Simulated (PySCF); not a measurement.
PBE on Sn (tin, neutral), [Kr] 4d10 5s2 5p1 5d1, one real determinant (an excited configuration). Calculation: PySCF 2.14, in aug-cc-pwCVDZ-PP with ECP28MDF (6s5p4d1f, 48 functions); a scalar-relativistic core potential.

```
cycle= 1 E= -214.034085837678  delta_E= -0.00874  |g|= 0.054  |ddm|= 1.23
cycle= 2 E= -214.03413229111  delta_E= -4.65e-05  |g|= 0.0503  |ddm|= 0.208
cycle= 3 E= -214.034621360591  delta_E= -0.000489  |g|= 0.00246  |ddm|= 0.129
cycle= 4 E= -214.034623823615  delta_E= -2.46e-06  |g|= 6.2e-05  |ddm|= 0.0127
cycle= 5 E= -214.03462382568  delta_E= -2.06e-09  |g|= 5.78e-06  |ddm|= 0.000243
cycle= 6 E= -214.034623825727  delta_E= -4.7e-11  |g|= 5.8e-07  |ddm|= 5.17e-05
converged SCF energy = -214.034623825727  <S^2> = 2.0012187  2S+1 = 3.0008124
```

Highest occupied orbital energy: 0.299 eV; ⟨L²⟩ = 8.00; populations by l: s 4.00, p 7.00, d 11.00, f 0.00.

Can this result be used?

Not for this state. The run converged. ⟨L²⟩ = 8.00 against 12 for a pure F term, so this real determinant mixes terms. Energies and moments cover only the electrons outside the core potential. The outer electron is Rydberg-like, and this basis confines it to a smaller radius and binds it less than a complete one would. At PBE the highest occupied level has a positive energy, so only the finite basis holds that electron; for this excited configuration the basis is too tight for the outer shell.
